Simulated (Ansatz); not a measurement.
Consider the redistribution: `BN[SiH2]O` + `C[NH][Al]([NH2])[OH]` → `BN[SiH2]NC` + `[NH2][Al]([OH])[OH]`.

Program: Ansatz. Geometries: PBE0-D4/def2-TZVP. ΔE: electronic, gas phase. CCSD(T)/CBS adds triple-zeta CCSD(T) − MP2 to the extrapolated MP2 energy (def2 sets, frozen cores). DFT in def2-TZVPP. B3LYP here is the variant with VWN-RPA as its local correlation; programs differ in this. Each species was taken in one conformer, which may not be the lowest.

| level | ΔE (kJ/mol) | difference from CCSD(T)/CBS |
| --- | --- | --- |
| PBE-D4 | -14.4 | -1.5 |
| r2SCAN-D4 | -12.9 | 0.0 |
| ωB97M-V | -13.4 | -0.5 |
| B2PLYP | -12.7 | 0.2 |
| PBE | -13.2 | -0.3 |
| r2SCAN | -12.5 | 0.4 |
| PBE0 | -12.9 | 0.0 |
| B3LYP | -11.9 | 1.0 |
| HF/def2-TZVPP | -9.3 | 3.6 |
| SCS-MP2/def2-TZVPP | -12.7 | 0.2 |
| CCSD/def2-TZVPP | -12.5 | 0.4 |
| CCSD(T)/def2-TZVPP | -12.8 | 0.1 |
| HF/def2-QZVPP | -9.0 | 3.9 |
| MP2/def2-QZVPP | -14.2 | -1.3 |
| HF/CBS(def2) | -8.9 | 4.0 |
| CCSD/CBS(def2) | -12.6 | 0.3 |
| CCSD(T)/CBS | -12.9 | 0 |

Largest T1 diagnostic among the species: 0.012.

In def2-TZVPP, CCSD(T) changes the Hartree–Fock value by −3.6 kJ/mol (the triples alone add −0.3 kJ/mol) and MP2 by −5.0 kJ/mol.
